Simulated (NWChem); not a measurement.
# Ca

**Question.** Give the principal values of the shielding tensors (ppm) of Ca1 from PBE0/pcSseg-1, GIAO (NWChem), with their diamagnetic and paramagnetic parts as GIAO splits them.

**Answer.** 
| atom | σ11 | σ22 | σ33 | isotropic | diamagnetic | paramagnetic |
|---|---|---|---|---|---|---|
| Ca1 | 1422.9 | 1422.9 | 1422.9 | 1422.9 | 1422.9 | 0.0 |
